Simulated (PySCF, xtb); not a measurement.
B(Cl)2(NH2) (BCl2H2N), SMILES NB(Cl)Cl.

GFN2-xTB (xtb 6.7.1) at its own geometry gives an orbital gap of 5.63 eV and a dipole moment of 3.58 D.

Geometry optimised at ωB97X-D3(BJ)/def2-SVP. Other conformers were not sampled.

Question: What does M06-2X/def2-TZVPD in PySCF give? (An estimate is asked for; the answer gives what the named calculation found.)

Answer: gap 9.87 eV (levels -10.00 and -0.13 eV), dipole 2.76 D.
